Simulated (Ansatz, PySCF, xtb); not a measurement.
Pair of molecules: HF (SMILES F) (first 2 atoms) with H2 (SMILES [H][H]); geometry from B3LYP-D3(BJ)/def2-TZVP.
(charge 0, multiplicity 1):
```
atom    x (Å)   y (Å)    z (Å)
----  -------  ------  -------
F      0.0691  0.0916  -0.1267
H      0.1090  0.0822   0.7990
H      0.5677  0.0801   2.7175
H     -0.1769  0.0417   2.7504
```

Interaction energies are E(AB) − E(A) − E(B) at the monomers' geometry in the complex; basis-set methods are counterpoise corrected. Rows marked so take none.

Cores are frozen in the correlated methods. CBS(a, b) extrapolates the correlation energy as X⁻³ and adds the Hartree–Fock energy of set b. Rows in 6-311+G**, 6-31G* carry no dispersion term and start afresh at each structure (6-31G* with six Cartesian d functions). MP2/6-31G* freezes PySCF's default core.

Run with Ansatz (a quantum-chemistry and plane-wave program) with Gaussian orbitals; PySCF for 6-311+G** rows, 6-31G* rows; xtb for the GFN methods. Each number belongs to the level named beside it.

```tsv
level	interaction energy (kcal/mol)
GFN1-xTB	-0.27
HF/6-31G*	0.76
BLYP/def2-TZVPPD	-0.74
B3LYP/6-311+G** (no counterpoise)	-0.89
B2PLYP/def2-TZVPPD	-0.97
MP2/6-31G*	0.69
CCSD/aug-cc-pVDZ	-0.71
CCSD/aug-cc-pVQZ	-0.92
CCSD(T)/CBS(aug-cc-pVTZ, aug-cc-pVQZ)	[?]
```

Task: Complete the blanks.

Result: 
- CCSD(T)/CBS(aug-cc-pVTZ, aug-cc-pVQZ), interaction energy (kcal/mol): -1.08
